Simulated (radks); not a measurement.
All-electron atom: the zinc ion Zn3+ in [Ar] 3d9 (the NIST ground configuration).

Method: Dirac Kohn-Sham, PBE, spin-unpolarised, spherical densities, point nucleus; open shells fill j = l - 1/2 first; computed with a radial shooting solver on a logarithmic mesh with Libxc functionals.

Energy parts (hartree):
part                       energy
total                 -1793.55920
kinetic                1826.98991
electron-nucleus      -4285.85409
Hartree                 735.75368
exchange-correlation    -70.44870

Orbitals (lengths in bohr, moments of r in powers of bohr; r(max) is where P^2 peaks):
1s1/2: occ. 2; eigenvalue (hartree) -351.5329; <r> 0.05031; <1/r> 30.23; r(max) 0.03291; <r^2> 0.003405
2s1/2: occ. 2; eigenvalue (hartree) -44.11562; <r> 0.2260; <1/r> 6.621; r(max) 0.1893; <r^2> 0.06030
2p1/2: occ. 2; eigenvalue (hartree) -39.03519; <r> 0.1959; <1/r> 6.578; r(max) 0.1502; <r^2> 0.04717
2p3/2: occ. 4; eigenvalue (hartree) -38.15791; <r> 0.1993; <1/r> 6.421; r(max) 0.1530; <r^2> 0.04869
3s1/2: occ. 2; eigenvalue (hartree) -6.28492; <r> 0.6775; <1/r> 2.105; r(max) 0.5874; <r^2> 0.5298
3p1/2: occ. 2; eigenvalue (hartree) -4.67139; <r> 0.6995; <1/r> 1.977; r(max) 0.5856; <r^2> 0.5764
3p3/2: occ. 4; eigenvalue (hartree) -4.55710; <r> 0.7097; <1/r> 1.940; r(max) 0.5937; <r^2> 0.5934
3d3/2: occ. 4; eigenvalue (hartree) -1.87189; <r> 0.8175; <1/r> 1.606; r(max) 0.5577; <r^2> 0.8538
3d5/2: occ. 5; eigenvalue (hartree) -1.85737; <r> 0.8224; <1/r> 1.596; r(max) 0.5605; <r^2> 0.8640

The highest occupied level is 3d5/2 at -50.542 eV. Summed over all electrons, <r^2> = 12.74 bohr^2, which gives a Langevin (diamagnetic) susceptibility term of -10.1 x 10^-6 cm^3/mol. For comparison, the ionisation energy in NIST's Atomic Spectra Database is 59.57 eV (measured). In exact Kohn-Sham theory the highest level is minus the ionisation energy, but local and semilocal functionals leave it too shallow, through self-interaction and a potential that decays too fast; potentials with the right tail come closer.

Beside tabulated values, note that spin-unpolarised runs miss the spin-polarisation part of the exchange energy of open shells.
